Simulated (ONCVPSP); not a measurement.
# u(r) = r·R(r): atom against pseudo-atom (potassium (K))

Columns: radius, all-electron u(r) and pseudo u(r) of the 3s shell (level -35.18 eV) of potassium in the configuration [Ne] 3s2 3p6 4s1; LDA (Perdew-Wang 92), scalar-relativistic, ONCV scheme, ONCVPSP 4.0.1.

```tsv
r (bohr)	all-electron	pseudo
0.123	-0.0909	0.1726
0.245	-0.4957	0.3364
0.368	-0.3487	0.4874
0.490	0.0264	0.6174
0.613	0.4063	0.7241
0.735	0.6935	0.8029
0.858	0.8755	0.8542
0.980	0.9626	0.8777
1.103	0.9792	0.8758
1.225	0.9475	0.8519
1.348	0.8857	0.8096
1.470	0.8084	0.7541
1.593	0.7241	0.6892
1.715	0.6402	0.6200
1.838	0.5595	0.5492
1.960	0.4853	0.4808
2.083	0.4175	0.4160
2.205	0.3577	0.3573
2.328	0.3046	0.3045
2.450	0.2587	0.2587
2.573	0.2187	0.2187
2.695	0.1846	0.1846
2.818	0.1553	0.1553
2.940	0.1306	0.1305
3.063	0.1094	0.1094
3.185	0.0917	0.0917
```

Problem. How many radial nodes do the two functions have?

Solution. The all-electron 3s function has n − l − 1 = 2 (the table is too coarse to show those close to the nucleus); the pseudo-wave has 0, since the states of the same l below it are removed with the core.

Problem. At about which radius was the pseudo-wave matched?

Solution. 2.45 bohr. The columns agree to 0.0005 from 2.21 bohr on; several derivatives are matched, so the curves merge somewhat inside the radius.

Problem. Where does each function peak?

Solution. Outermost all-electron maximum near 1.10 bohr, pseudo maximum near 0.98 bohr (to the table’s step).

Problem. Is the pseudo-wave norm-conserving?

Solution. Yes: the ONCV scheme keeps the norm inside the radius equal to the all-electron one, which fixes the energy derivative of the logarithmic derivative at the level.
